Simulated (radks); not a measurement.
Question: All-electron atom: Sm5+ in [Xe] 4f3 (the NIST ground configuration). All-electron calculation, scalar-relativistic Kohn-Sham, LDA (Slater exchange, VWN5 correlation), spin-polarised, spherical densities, finite nucleus; open shells are filled with parallel spins first (spin-orbit coupling, left out, can overturn this in heavy ions); Fermi nuclear charge, rms radius 5.0819 fm. Program: a radial shooting solver on a logarithmic mesh with Libxc functionals. Some entries of the table are withheld. Estimate them.

| orbital | occ. | eigenvalue (hartree) | <r> (bohr) | <r^2> (bohr^2) |
|---|---|---|---|---|
| 1s down | 1 | -1716.255 | 0.02276 | 0.0007059 |
| 1s up | 1 | -1716.255 | 0.02276 | 0.0007059 |
| 2s up | 1 | -282.8739 | 0.09709 | 0.01113 |
| 2s down | 1 | -282.8722 | 0.09709 | 0.01113 |
| 2p up | 3 | -252.7702 | 0.08551 | 0.008926 |
| 2p down | 3 | -252.7690 | 0.08551 | 0.008926 |
| 3s up | 1 | -64.28882 | 0.2554 | 0.07449 |
| 3s down | 1 | -64.24178 | 0.2552 | 0.07443 |
| 3p up | 3 | -54.87525 | 0.2536 | 0.07455 |
| 3p down | 3 | -54.82865 | 0.2535 | 0.07447 |
| 3d up | 5 | -42.08090 | 0.2312 | 0.06290 |
| 3d down | 5 | -42.04434 | 0.2311 | 0.06281 |
| 4s up | 1 | -15.04568 | 0.5759 | 0.3742 |
| 4s down | 1 | -14.93997 | 0.5760 | 0.3743 |
| 4p up | 3 | -11.92466 | 0.6079 | 0.4199 |
| 4p down | 3 | -11.82035 | 0.6082 | 0.4203 |
| 4d up | 5 | -7.53590 | 0.6576 | 0.5003 |
| 4d down | 5 | -7.43429 | 0.6584 | 0.5017 |
| 5s up | 1 | -3.86556 | (1) | 1.900 |
| 5s down | 1 | -3.81741 | (2) | 1.923 |
| 5p up | 3 | -3.00162 | 1.460 | 2.390 |
| 5p down | 3 | -2.96439 | 1.471 | 2.426 |
| 4f up | 3 | -2.75840 | (3) | 0.7789 |
| 4f down | 0 | -2.66476 | (4) | 0.7994 |

Answer: 
(1) 5s up <r> (bohr): 1.304
(2) 5s down <r> (bohr): 1.312
(3) 4f up <r> (bohr): 0.7967
(4) 4f down <r> (bohr): 0.8055
